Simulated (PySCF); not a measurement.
Bonds (- single, = double, # triple, : aromatic): N1#C2, C2-C3, C3:C4, C4:C5, C5:C6, C6:C7, C7:C8, C7-C9, C9-C10, C8:C3, C10-C6. C4 carries H11; C5 carries H12; C8 carries H13; C9 carries H14, H15; C10 carries H16, H17.

Method: shielding tensors at PBE0/pcSseg-1 (GIAO), PBE0-D3(BJ)/def2-SVP geometry, in PySCF 2.14 (fast rotation and ring inversion assumed for equivalent nuclei, in vacuum, single conformer, relativity neglected).

List the cross peaks expected in HSQC, COSY and HMBC spectra.

Results:



HSQC (one-bond C–H):
```csv
δH,δC
7.65 (H11),138.9 (C4)
7.43 (H13),132.9 (C8)
7.27 (H12),128.3 (C5)
3.25 (H16/H17),31.6 (C10)
3.24 (H14/H15),31.0 (C9)
```

COSY cross peaks (H two or three bonds apart, from the bond graph; peaks can be absent where the dihedral angle is near 90°):
```csv
δH,δH
7.65 (H11),7.27 (H12)
3.25 (H16/H17),3.24 (H14/H15)
```

HMBC (two and three bonds, from the bond graph):
```csv
δH,δC
7.65 (H11),"155.2 (C6), 132.9 (C8), 128.3 (C5), 124.9 (C2), 116.7 (C3)"
7.43 (H13),"155.2 (C6), 150.6 (C7), 138.9 (C4), 124.9 (C2), 116.7 (C3), 31.0 (C9)"
7.27 (H12),"155.2 (C6), 150.6 (C7), 138.9 (C4), 116.7 (C3), 31.6 (C10)"
3.25 (H16/H17),"155.2 (C6), 150.6 (C7), 128.3 (C5), 31.0 (C9)"
3.24 (H14/H15),"155.2 (C6), 150.6 (C7), 132.9 (C8), 31.6 (C10)"
```

Referencing at the same level of theory: ¹H (σ = 31.27 ppm) and ¹³C (σ = 184.41 ppm) against TMS.

Shifts are as computed. Against solution values, carbons near 30 ppm lie about +2 ppm off and those near 130 ppm about +5 ppm. Of 1211 compounds with measured shifts, 218 miss one by over three times the rms of a fit or turn the order of signals round; such compounds aren't used in these exercises.
